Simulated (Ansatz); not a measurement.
Stepwise reaction of `N#C[Si](F)(F)Cl` with hydrogen chloride, as a gas-phase model of exchange steps in deposition or etching. ΔE in kJ/mol; ΔG adds harmonic PBE0-D4 terms to CCSD(T)/CBS, at 1 bar.

Computed with Ansatz on PBE0-D4/def2-TZVP structures; ΔE is electronic, products minus reactants. CCSD(T)/CBS is the MP2 limit (def2-TZVPP, def2-QZVPP) plus CCSD(T) − MP2 in def2-TZVPP, frozen cores. This one scheme is used for every species. DFT in def2-TZVPP. B3LYP here is the variant with VWN-RPA as its local correlation; programs differ in this.

```csv
step,reaction,PBE-D4,B3LYP-D4,ωB97M-V,CCSD(T)/CBS,ΔG(400 K)
1,`N#C[Si](F)(F)Cl` + HCl → `N#C[Si](F)(Cl)Cl` + H–F,41.3,51.6,50.8,49.0,53.9
```

(1) Give the row of step 2, `N#C[Si](F)(Cl)Cl` + HCl → `N#C[Si](Cl)(Cl)Cl` + H–F. (Best estimate.)

(2) By hand: ΔE of the 2 steps together at CCSD(T)/CBS.

Results:

(1) The calculation gave: 
```csv
step,reaction,PBE-D4,B3LYP-D4,ωB97M-V,CCSD(T)/CBS,ΔG(400 K)
2,`N#C[Si](F)(Cl)Cl` + HCl → `N#C[Si](Cl)(Cl)Cl` + H–F,39.6,49.6,49.0,45.8,54.5
```

(2) (49.0) + (45.8) = 94.8 kJ/mol, or 47.4 kJ/mol a step.

In ΔE the steps differ by no more than 3.2 kJ/mol. All are uphill at CCSD(T)/CBS. ΔG lies between 53.9 and 54.5 kJ/mol a step. PBE-D4 differs from CCSD(T)/CBS by -7.7 to -6.2 kJ/mol a step. Isolated molecules leave out the surface, adducts and barriers. Largest T1 diagnostic: 0.012.
